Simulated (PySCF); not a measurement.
Spinor energies of Ar¹²⁺ (argon, charge +12)

Start: [He] 2s2 2p2; 2p1/2 filled at m_j = -1/2, +1/2. Calculated with PySCF 2.14 in an uncontracted even-tempered set (18 s from 2 bohr⁻², ratio 2.4; 11 p from 2.6 bohr⁻², ratio 2.4; 5 d from 10 bohr⁻², ratio 2.6; 5 f from 16 bohr⁻², ratio 2.6): generalised Hartree-Fock with the X2C-1e Hamiltonian and a Gaussian nucleus; one run each with spin-orbit coupling (SO) switched off, then screened by Boettger's factors.

```
spinor shell  electrons  ε, spin-free (eV)  ε, screened SO (eV)  weight of nominal j (screened SO)  rms radius, screened SO (bohr)
       1s1/2          2            -3749.1              -3748.9                              1.000                          0.0984
       2s1/2          2            -724.90              -724.84                              1.000                           0.407
       2p1/2          2            -687.50              -687.94                              0.592                           0.360
```

| quantity | spin-free | screened SO |
| --- | --- | --- |
| E (hartree) | -432.09824 | -432.14281 |
| M_J | 0 | 0 |
| ⟨J²⟩ | 2.001 | 1.602 |
| ⟨L²⟩ | 2.000 | 1.977 |
| ⟨S²⟩ | 2.000 | 1.976 |

The determinant has a definite M_J but mixes levels of different J.

Each row is a mean over spinors that exchange with the open shell spreads, by up to 26.367 eV (2s1/2).

Rows whose weight is well below 1 are mixtures of j = l ± 1/2: exchange outweighs spin-orbit coupling there, and the label is only the starting occupation.

Without spin-orbit coupling the j labels of p, d and f shells carry no meaning; the spin-free column gives the mean over the occupied spinors of each nl shell.
